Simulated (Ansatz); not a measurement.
Calculated with Ansatz (gas phase, PBE0-D4/def2-TZVP geometries, no zero-point term in ΔE). CCSD(T)/CBS is the MP2 limit (def2-TZVPP, def2-QZVPP) plus CCSD(T) − MP2 in def2-TZVPP, frozen cores. This one scheme is used for every species. Functionals use def2-TZVPP. B3LYP here is the variant with VWN-RPA as its local correlation; programs differ in this. HSE06 is defined as in plane-wave codes. For Ge outer-core shells are correlated without core-valence functions, which leaves a few kJ/mol of doubt a bond. Scalar relativity is left out up to krypton.

Reaction (formal exchange of groups at a Ge–C bond): `C#[C][Ge]([Cl])([Cl])[Cl]` + CH₄ → `[CH3][Ge]([Cl])([Cl])[Cl]` + `C#C`

`C#[C][Ge]([Cl])([Cl])[Cl]`:

Cartesian coordinates in Å:
```
C -1.641 -0.816 1.009
C -0.698 -0.347 0.428
Ge 0.772 0.384 -0.475
Cl 2.234 -1.112 -0.830
Cl 1.649 1.930 0.683
Cl 0.161 1.193 -2.339
H -2.477 -1.232 1.524
```

CH₄:

Z-matrix (Å, degrees):
```
C
H 1 1.090
H 1 1.090 2 109.5
H 1 1.090 2 109.5 3 -120.0
H 1 1.090 2 109.5 3 120.0
```

`[CH3][Ge]([Cl])([Cl])[Cl]`:

```xyz
8

C    -0.764   -0.012    0.821
Ge    0.548    0.009   -0.589
Cl    0.349   -1.695   -1.861
Cl    0.350    1.750   -1.809
Cl    2.533   -0.004    0.198
H    -1.760   -0.002    0.378
H    -0.626    0.869    1.446
H    -0.630   -0.915    1.416
```

`C#C`:

```xyz
4

C    -0.182    0.385    0.421
C     0.182   -0.385   -0.421
H    -0.505    1.069    1.170
H     0.505   -1.069   -1.170
```

Is it downhill or uphill in electronic energy at CCSD(T)/CBS, and by how much? (An estimate is asked.)

Ansatz gave: Uphill: ΔE = +1.1 kcal/mol.

What do these levels give: B3LYP-D4, HSE06-D4, r2SCAN, PBE0, SCS-MP2/def2-QZVPP, HF/CBS(def2)? (An estimate is asked.)

The calculation gave: B3LYP-D4 1.7, HSE06-D4 1.4, r2SCAN 1.7, PBE0 1.2, SCS-MP2/def2-QZVPP 2.6, HF/CBS(def2) 2.0 kcal/mol.

Largest T1 diagnostic among the species: 0.013.

At CCSD(T), def2-SVP lies +3.0 kcal/mol from the extrapolated value and def2-TZVPP +1.5 kcal/mol. Leaving LDA and LC-ωPBE aside and taking each functional with its dispersion term where it has one, the values, not all of them listed here, spread over 1.8 kcal/mol, from ωB97M-V to B97M-V. LDA lies −0.9 kcal/mol from PBE without D4.
